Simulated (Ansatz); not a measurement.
System: sum formula WO2H2, net charge 0, triplet state. The spin state was set by rule; other spins were not relaxed. 
Structure (B3LYP-D3(BJ)/def2-TZVP (Ansatz, a quantum-chemistry and plane-wave program) minimum search):
SMILES: [OH][W][OH]
```xyz
5

W     -0.0002     0.0001    -0.0002
O      1.3301     0.2506    -1.2372
H      2.0248     0.3799    -1.8799
O     -1.3286    -0.2515     1.2386
H     -2.0188    -0.3836     1.8856
```
Charge 0, spin multiplicity 3.

Computed values are from Ansatz. Correlated levels leave the core frozen unless marked. Open shells are spin-unrestricted. No spin-orbit coupling. The frozen core is the preceding noble-gas configuration, with the filled d and f shells of earlier blocks. Past Kr the def2 sets carry scalar-relativistic core potentials. CBS(X,Y): correlation extrapolated as X^-3; Hartree-Fock from the larger set. The bracket is a focal-point correction in the basis named.

Q: What is the dipole moment at CCSD(T)/def2-SVPD?

A: 0.01 D.

Q: What is the total energy at RI-MP2/CBS(def2-TZVPPD,def2-QZVPPD)+[CCSD(T)-MP2]/def2-TZVPPD?

A: -218.1653 Eh.

Q: What is the T1 diagnostic at CCSD/def2-TZVPPD?

A: 0.024.

Q: What is the vertical ionisation energy (to the quartet) at RI-MP2/CBS(def2-TZVPPD,def2-QZVPPD)+[CCSD(T)-MP2]/def2-TZVPPD?

A: 6.85 eV.

Q: What is the atomisation energy De at RI-MP2/CBS(def2-TZVPPD,def2-QZVPPD)+[CCSD(T)-MP2]/def2-TZVPPD?

A: 446.4 kcal/mol.
